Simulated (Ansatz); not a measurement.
Cost and result for the atomization energy of `[AlH2][O][SiH2]Br` (8 atoms, 7 bonds).

The species carries charge 0 and has multiplicity 1. Correlated methods include outer-core shells of Br, which these sets cover unevenly. Scalar relativity is left out up to krypton. All single points use the PBE0-D4/def2-TZVP geometry. It is one conformer, not always the lowest. Program: Ansatz. All runs use 4 threads of an Intel Xeon 6975P-C on a shared host. Times are those of one run each, without the atoms' runs, and a repeat can differ threefold. Electronic energies, without spin–orbit coupling; frozen cores. CCSD(T)/CBS adds CCSD(T) − MP2 in def2-TZVPP to the MP2 limit, and its time is that of the two runs behind it. T1 = 0.010. With those shells the extrapolation isn't a true limit. B3LYP takes the VWN-RPA correlation (the form of Gaussian; ORCA's B3LYP/G).

CCSD(T)/CBS is a level of theory with its own doubt, some kJ/mol a heavy atom from the limit and from the frozen cores, so smaller differences don't rank the functionals.

| level | functions | wall time |
| --- | --- | --- |
| PBE-D4/def2-TZVPP (with forces) | 219 | 1.9 s |
| PBE0-D4/def2-TZVPP | 219 | 2.5 s |
| r2SCAN-D4/def2-TZVPP (with forces) | 219 | 3 s |
| B2PLYP/def2-TZVPP | 219 | 3.4 s |
| B3LYP-D4/def2-TZVPP (with forces) | 219 | 4 s |
| ωB97X-V/def2-TZVPP | 219 | 6 s |
| ωB97M-V/def2-TZVPP (with forces) | 219 | 7 s |
| MP2/def2-QZVPP | 406 | 14 s |
| CCSD(T)/def2-TZVPP | 219 | 33 s |
| CCSD(T)/CBS(def2) | – | 46 s |

(1) What atomization energy does each give, and how far from CCSD(T)/CBS? (Estimate.)

Results:

(1) Ansatz gave: 
```
                             level  atomization (kcal/mol)  difference from CCSD(T)/CBS  per bond
   PBE-D4/def2-TZVPP (with forces)                   599.0                        -13.0      -1.9
                PBE0-D4/def2-TZVPP                   594.4                        -17.6      -2.5
r2SCAN-D4/def2-TZVPP (with forces)                   608.0                         -4.0      -0.6
                 B2PLYP/def2-TZVPP                   598.1                        -13.9      -2.0
 B3LYP-D4/def2-TZVPP (with forces)                   602.1                         -9.9      -1.4
                ωB97X-V/def2-TZVPP                   609.9                         -2.1      -0.3
  ωB97M-V/def2-TZVPP (with forces)                   606.8                         -5.2      -0.7
                    MP2/def2-QZVPP                   614.6                          2.6       0.4
                CCSD(T)/def2-TZVPP                   592.3                        -19.7      -2.8
                 CCSD(T)/CBS(def2)                   612.0                          0.0       0.0
```

The D4 term adds +7.2 kcal/mol with B3LYP and +3.8 kcal/mol with PBE0; it sums over pairs of atoms, weighted by their polarisabilities, and B3LYP, whose exchange is more repulsive, gets the larger term. From PBE to PBE0 (25 % exact exchange), in def2-TZVPP and without D4, the atomization energy moves by −4.0 kcal/mol: exact exchange takes away binding that semilocal exchange gives to molecules. In def2-TZVPP, CCSD(T) changes the Hartree–Fock value by +133.4 kcal/mol (the triples alone add +7.1 kcal/mol) and MP2 by +143.8 kcal/mol; breaking electron pairs costs correlation energy, which Hartree–Fock lacks.
